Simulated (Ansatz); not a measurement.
Input for Ansatz (a program for electronic structure): R-CCSD(T)/aug-cc-pV(T+d)Z on BeCl2 (SMILES [Cl][Be][Cl]), atoms moved off the minimum. Files ending in .json are basis or fitting sets from the Basis Set Exchange.

Ansatz 0.2 input:
```yaml
crystal:
  periodic: [false, false, false]
  atoms:
    - {symbol: Be, position_ang: [-0.04547829, -0.00579860, 0.01617987]}
    - {symbol: Cl, position_ang: [0.01170066, -0.02898051, -1.79630862]}
    - {symbol: Cl, position_ang: [-0.00009548, -0.01688634, 1.79862201]}
basis:
  gaussian:
    orbitals: aug-cc-pV_T+d_Z.json
magnetization: {spin_polarized: false}
correlation: {method: ccsd_t, electrons: outside_noble_gas}
scf: {lower_state_search: off}
output: {forces: true}
```

The head of its log:

```
WARN ansatz: RAYON_NUM_THREADS=6 ignored (pool sized by the plan → 6); use --threads N
Functional definition: HF
these checks for a lower state are left out or cut short: starts, cluster_reference, orbital_swaps, neighbouring_geometries, increment
integrals: 0.40 GiB planned
925 factors; integrals over basis functions are off by at most 1.1e-3 eV
mean field: 0.46 GiB planned
mean field evaluation 1: about -25410.0415 eV, gradient 1.6e1 eV
mean field evaluation 2: about -25410.1273 eV, gradient 1.6e1 eV
mean field evaluation 4: about -25411.1052 eV, gradient 1.4e0 eV
mean field evaluation 8: about -25411.1222 eV, gradient 4.5e-5 eV
mean field -25411.12224195 eV, -933.8415181142 hartree, gradient 2.3e-6 eV, S^2 0.000000; 0 other end points of the search recorded, 0 dependent functions left out
11 core orbitals not correlated
reference -25411.12224195 eV, -933.8415181142 hartree; 8, 8 occupied and 137, 137 virtual orbitals, 925 factors
densities: 2.02 GiB planned
```

**Question.** Predict the final total energy.

**Answer.** -934.3195 hartree (reference determinant -933.8415, T1 diagnostic 0.008).
